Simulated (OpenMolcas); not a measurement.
Cl3+: effect of the level shift or regulariser

```json
{"Program": "OpenMolcas 26.06", "Basis": "ANO-RCC-VTZP [5s4p2d1f]", "Scalar Hamiltonian": "DKH2, point nucleus", "Active space": "4 electrons in 4 orbitals (3s 3p)", "State averaging": "2S+1 = 3 even, 6 roots; 2S+1 = 1 even, 12 roots; 2S+1 = 5 odd, 1 root; 2S+1 = 3 odd, 9 roots; 2S+1 = 1 odd, 8 roots", "Spin-orbit coupling": "RASSI with atomic mean-field integrals over the reference wave functions, term energies averaged over their components"}
```

Methods on the same reference wave functions:
A. CASSCF
B. MS-CASPT2, IPEA 0.25 Eh, imaginary shift 0.1 Eh (closed shells correlated: 2s 2p)
C. MS-CASPT2, IPEA 0.25 Eh, real shift 0.2 Eh (closed shells correlated: 2s 2p)

Energies in cm-1 above 3s2 3p2 3P0, the measured ground level; measured values from Moore, Atomic Energy Levels, vol. I, NSRDS-NBS 35 (1971 reprint of NBS Circular 467, 1949).

| Level | A | B | C | Measured |
| --- | --- | --- | --- | --- |
| 3s2 3p2 3P0 | 0.0 | 0.0 | 0.0 | 0.0 |
| 3s2 3p2 3P1 | 450 | 452 | 451 | 491 |
| 3s2 3p2 3P2 | 1241 | 1240 | 1240 | 1341 |
| 3s2 3p2 1D2 | 16817 | 13530 | 13550 | 13766 |
| 3s2 3p2 1S0 | 30703 | 31200 | 31200 | 32550 |
| 3s 3p3 5S* 2 | 58647 | 67880 | 67830 |  |
| 3s 3p3 3D* 2 | 113231 | 100940 | 101970 |  |
| 3s 3p3 3D* 1 | 113238 | 100950 | 101970 |  |
| 3s 3p3 3D* 3 | 113263 | 100970 | 101990 |  |
| 3s 3p3 3P* 0 | 129167 | 122040 | 122570 |  |
| 3s 3p3 3P* 1 | 129180 | 122040 | 122580 | 120274 |
| 3s 3p3 3P* 2 | 129202 | 122060 | 122600 | 120256 |
| 3s 3p3 1D* 2 | 173494 | 151030 | 152040 |  |
| 3s 3p3 3S* 1 | 180031 | 169280 | 169380 | 164721 |
| 3s 3p3 1P* 1 | 189234 | 171720 | 172280 |  |
| 3p4 3P2 | 265212 | 251020 | 251340 |  |
| 3p4 3P1 | 266044 | 251980 | 252270 |  |
| 3p4 3P0 | 266422 | 252350 | 252640 |  |
| 3p4 1D2 | 281523 | 253480 | 254360 |  |
| 3p4 1S0 | 315164 | 289250 | 289790 |  |

Deviations, from unrounded energies. A percentage is the sum of absolute deviations over the sum of measured energies, with the sign that they share, or ± where signs differ.

| Against measurement | Levels | A | B | C |
| --- | --- | --- | --- | --- |
| mean absolute deviation (cm-1) | 7 | 5500 | 1400 | 1600 |
| fine structure of the ground term (%) | 2 | -7.7 | -7.7 | -7.7 |
| other terms of the ground configuration (%) | 2 | ±10.6 | -3.4 | -3.4 |
| other configurations (%) | 3 | +8.2 | +2.0 | +2.3 |

B lies closest to measurement on these levels and A furthest from it. The largest miss of B in the table is 3s 3p3 3S* 1, by +4600 cm-1. The ranking rests on the paired levels alone, and a cruder setting can come out closer through cancelling errors.

Between B and C the level of the table that moves most is 3s 3p3 3D* 3, by 1000 cm-1 (lowest in B, highest in C). Moves below CASPT2's spread within the term are not significant.

The mean deviations of B to C differ by less than CASPT2's widest spread within a term (1200 cm-1), so their order carries little weight.

From A to B the spin-free energies of the other terms of 3s2 3p2 shown, above 3P, scale by factors of 0.79 to 1.02.

The lowest spin-free term lies below A's lowest term by 0.088 hartree in B, 0.088 hartree in C.

Term energies are means over components that CASPT2 splits; among the terms shown or strongly mixed into the levels shown the widest spread is 1200 cm-1 (3p4 1D, B). Over all roots computed the reference weight is 0.86 to 0.99 in B, 0.90 to 0.99 in C; the roots of lowest weight are the least certain, and an intruder state may touch them. Terms of s pⁿ other than that of highest spin mix with s² pⁿ⁻² d, which this space lacks; all of them can be thousands of cm-1 off, and some have no real level of that name. Measured partners are found by configuration, term and J. A level has none where our copy of the source lacks it or the pairing is in doubt (some pairs that miss far off the trend of their configuration count as doubtful), and it then counts in no deviation. Levels of configurations outside the active space are missing.

* marks odd parity.
